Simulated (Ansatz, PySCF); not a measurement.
C2H4NO, SMILES `C[N+]C=O` (singlet; the order of the spin states depends on the level; C–N–C–O torsion 87°) (charge 1, multiplicity 1). This singlet lies 0.24 eV above the relaxed triplet at the level B3LYP-D3(BJ)/def2-TZVP (PySCF); other levels give the other order.

Cartesian coordinates (Å):
```xyz
8

C      1.0269     0.1108     0.1236
N     -0.1189    -0.3318    -0.5496
C     -1.3937    -0.1897    -0.1304
O     -1.5167     0.9186    -0.6293
H      1.5109    -0.8835     0.3124
H      1.7184     0.5971    -0.5705
H      0.8659     0.6342     1.0650
H     -2.0926    -0.8558     0.3789
```
Charge +1, spin multiplicity 1.

Frozen-core energies in 6-31g from Ansatz (an electronic-structure program) at a geometry from B3LYP-D3(BJ)/def2-TZVP; the HF reference has <S^2> = 0.00 (restricted, and unstable towards unrestricted orbitals) and the T1 diagnostic is 0.048.

```
level    energy (Ha)
-------  -----------
HF        -206.81289
MP2       -207.23662
CCSD      -207.26172
CCSD(T)   -207.28545
```

Estimate the energies of CCSDT and CCSDT(Q), and give each level's difference from CCSDT(Q).


| level | energy (Ha) | difference from CCSDT(Q) (mHa) |
|---|---|---|
| MP2 | -207.23662 | 53.10 |
| CCSD | -207.26172 | 28.00 |
| CCSD(T) | -207.28545 | 4.27 |
| CCSDT | -207.28623 | 3.49 |
| CCSDT(Q) | -207.28972 | 0.00 |
